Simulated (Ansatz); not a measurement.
`CC1([SiH3])BO1` and `CC1BO1` differ in one atom or group.

Ansatz, PBE0-D4/def2-TZVP geometries, multiplicity 1. 

```tsv
property	`CC1([SiH3])BO1`
LUMO energy (PBE/def2-TZVPP) / eV	-1.58
LUMO energy (PBE0/def2-TZVPP) / eV	-0.59
size of the dipole moment (ωB97M-V/def2-TZVPP) / D	1.47
LUMO energy (ωB97M-V/def2-TZVPP) / eV	1.30
HOMO–LUMO gap (ωB97M-V/def2-TZVPP) / eV	11.32
size of the dipole moment (B3LYP/def2-TZVPP) / D	1.47
```

Task: What does the change do to each property? (Estimate.)

Result: Computed: 
| property | `CC1BO1` | shift |
| --- | --- | --- |
| LUMO energy (PBE/def2-TZVPP) / eV | -1.39 | 0.19 |
| LUMO energy (PBE0/def2-TZVPP) / eV | -0.38 | 0.21 |
| size of the dipole moment (ωB97M-V/def2-TZVPP) / D | 1.47 | 0.00 |
| LUMO energy (ωB97M-V/def2-TZVPP) / eV | 1.49 | 0.19 |
| HOMO–LUMO gap (ωB97M-V/def2-TZVPP) / eV | 11.61 | 0.29 |
| size of the dipole moment (B3LYP/def2-TZVPP) / D | 1.47 | 0.00 |

With PBE0 the HOMO falls by 0.05 eV and the LUMO rises by 0.21 eV, so the gap widens by about 0.26 eV. PBE moves the HOMO by 0.01 eV and ωB97M-V by -0.10 eV. Dipoles are sizes alone; their direction can turn.

B3LYP here is the variant with VWN-RPA as its local correlation; programs differ in this.
